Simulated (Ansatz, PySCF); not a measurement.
Process, species as SMILES: C=CCB(Cl)CC=C [chloro-bis(prop-2-enyl)borane] + 9 [H][H] (H2) -> B (BH3) + 6 C (CH4) + Cl (HCl)
Each molecule is optimised on its own at B3LYP-D3(BJ)/def2-TZVP (Ansatz, a first-principles code), one conformer each, not searched for the lowest. Frequencies are from Ansatz or PySCF.
Geometry of the first species:
```xyz
18

C      2.4981     0.9457     1.2512
C      1.6641     1.1869     0.2470
C      1.4591     0.2766    -0.9377
B      0.0555    -0.3966    -0.7456
Cl    -0.0104    -2.1031    -0.2672
C     -1.3025     0.3811    -0.8964
C     -2.0589     0.4444     0.4020
C     -2.3109     1.5575     1.0789
H      2.5825     1.6259     2.0886
H      3.1266     0.0629     1.2680
H      1.0435     2.0771     0.2791
H      2.2673    -0.4519    -1.0006
H      1.4540     0.8741    -1.8566
H     -1.1324     1.3905    -1.2785
H     -1.9097    -0.1530    -1.6391
H     -2.3859    -0.5089     0.8046
H     -2.8448     1.5366     2.0199
H     -1.9955     2.5291     0.7155
```
Charge 0, spin multiplicity 1.

Property: energy of full hydrogenation (enthalpy at 298 K, with B3LYP-D3(BJ) rigid-rotor harmonic-oscillator terms), in kcal/mol. Cores are frozen in the correlated levels unless marked. No spin-orbit coupling. No relativistic terms. CBS(X,Y): correlation extrapolated as X^-3; Hartree-Fock from the larger set. [CCSD(T)-MP2]/basis is that difference in the basis named.

Level to compare with: RI-MP2/CBS(aug-cc-pV(T+d)Z,aug-cc-pV(Q+d)Z)+[CCSD(T)-MP2]/aug-cc-pV(T+d)Z (Ansatz), -95.3 kcal/mol. It is a level with limits of its own, and the differences hold the functionals' basis error too.

Task: Rank these functionals by how close they come to RI-MP2/CBS(aug-cc-pV(T+d)Z,aug-cc-pV(Q+d)Z)+[CCSD(T)-MP2]/aug-cc-pV(T+d)Z, closest first: r2SCAN0/def2-TZVPD (Ansatz); B97M-V/def2-TZVPD (Ansatz); wB97M-V/def2-TZVPD (Ansatz).

Result: wB97M-V/def2-TZVPD (range-separated hybrid meta-GGA with VV10, -97.5 kcal/mol, difference -2.2), B97M-V/def2-TZVPD (meta-GGA with VV10, -104.0 kcal/mol, difference -8.7), r2SCAN0/def2-TZVPD (hybrid meta-GGA, -105.7 kcal/mol, difference -10.4)
